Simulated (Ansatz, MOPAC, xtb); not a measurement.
Dimer: H2O (SMILES O) (first 3 atoms) with GeH4 (SMILES [GeH4]); geometry from B3LYP-D3(BJ)/def2-TZVP.
(charge 0, multiplicity 1):
```xyz
8

O      0.26205    -0.12402     0.40074
H     -0.65296     0.03343     0.14499
H      0.70211     0.72734     0.30544
Ge    -0.16708    -0.04857     3.64647
H     -0.39701     0.03526     5.16803
H     -0.59679     1.28945     3.02324
H     -1.02017    -1.18811     3.07656
H      1.32104    -0.29882     3.37809
```

Interaction energies are E(AB) − E(A) − E(B) at the monomers' geometry in the complex; basis-set methods are counterpoise corrected.

The state that PM7 reach isn't checked; PM7 holds dispersion and hydrogen-bond terms.

Run with Ansatz (Gaussian orbitals); MOPAC for PM7 (differences of heats of formation); xtb for the GFN methods. Each number belongs to the level named beside it.

One of these levels gives 0.58 kcal/mol for the interaction energy. Which one is it?
(A) PM7
(B) revPBE/def2-TZVPPD
(C) GFN2-xTB
(D) r2SCAN/def2-TZVPPD

B, revPBE/def2-TZVPPD. The others give -0.79 (PM7), -4.53 (GFN2-xTB), -1.22 (r2SCAN/def2-TZVPPD)

Ansatz is a quantum-chemistry and plane-wave program.
